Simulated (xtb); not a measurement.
C3H9In (SMILES [CH3][In]([CH3])[CH3]), singlet, at a GFN2-xTB geometry (such geometries of metal compounds can be far from the true shape).

Here is a job for xtb.
```
$ xtb mol.xyz --gfn 1 --hess --json

# file mol.xyz
13

In    -0.00027071     0.00058834    -0.00069908
C     -1.54741402    -1.60362658    -0.25516667
H     -1.47645898    -2.03150186    -1.25510468
H     -2.54532539    -1.18425536    -0.13021367
H     -1.39904443    -2.39480853     0.47847392
C     -0.16211960     1.91699700    -1.15548571
H      0.80256149     2.17280153    -1.59247574
H     -0.46352417     2.72452625    -0.48838330
H     -0.90066120     1.82322629    -1.95032013
C      1.71103614    -0.31596421     1.41393740
H      2.33646867     0.57422770     1.46297261
H      2.31750483    -1.15712290     1.07865522
H      1.33272866    -0.54035921     2.41094086
```

Task: Give the partial charges in atom order at the level GFN1-xTB run with xtb.

Result: In1 0.40, C2 -0.22, H3 0.03, H4 0.03, H5 0.03, C6 -0.22, H7 0.03, H8 0.03, H9 0.03, C10 -0.22, H11 0.03, H12 0.03, H13 0.03

Task: What total energy does GFN1-xTB give?

Result: -12.653413 Ha
